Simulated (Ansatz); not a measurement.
Stepwise reaction of `N[Si](Cl)(Cl)Cl` with ammonia, as a gas-phase model of exchange steps in deposition or etching. ΔE in kJ/mol; ΔG adds harmonic PBE0-D4 terms to CCSD(T)/CBS, at 1 bar.

Program: Ansatz. Geometries: PBE0-D4/def2-TZVP. ΔE: electronic, gas phase. CBS: MP2 limit from def2 TZ/QZ plus the TZ coupled-cluster correction, frozen cores. This one scheme is used for every species. DFT in def2-TZVPP. B3LYP here is the variant with VWN-RPA as its local correlation; programs differ in this. Each species was taken in one conformer, which may not be the lowest.

| step | reaction | PBE-D4 | B3LYP-D4 | ωB97M-V | CCSD(T)/CBS | ΔG(500 K) |
| --- | --- | --- | --- | --- | --- | --- |
| 2 | `N[Si](N)(Cl)Cl` + NH₃ → `N[Si](N)(N)Cl` + HCl | 48.0 | 43.3 | 44.4 | 44.9 | 24.8 |
| 3 | `N[Si](N)(N)Cl` + NH₃ → `N[Si](N)(N)N` + HCl | 57.8 | 53.8 | 54.0 | 51.1 | 58.0 |

Q: Give the row of step 1, `N[Si](Cl)(Cl)Cl` + NH₃ → `N[Si](N)(Cl)Cl` + HCl. (An estimate is asked.)

A: The calculation gave: 
```csv
step,reaction,PBE-D4,B3LYP-D4,ωB97M-V,CCSD(T)/CBS,ΔG(500 K)
1,`N[Si](Cl)(Cl)Cl` + NH₃ → `N[Si](N)(Cl)Cl` + HCl,25.2,20.2,21.1,20.5,22.1
```

Q: By hand: ΔE of the 3 steps together at CCSD(T)/CBS.

A: (20.5) + (44.9) + (51.1) = 116.5 kJ/mol, or 38.8 kJ/mol a step.

In ΔE each step is higher than the one before. All are uphill at CCSD(T)/CBS. ΔG lies between 22.1 and 58.0 kJ/mol a step. PBE-D4 differs from CCSD(T)/CBS by 3.1 to 6.7 kJ/mol a step. Isolated molecules leave out the surface, adducts and barriers. Largest T1 diagnostic: 0.009.
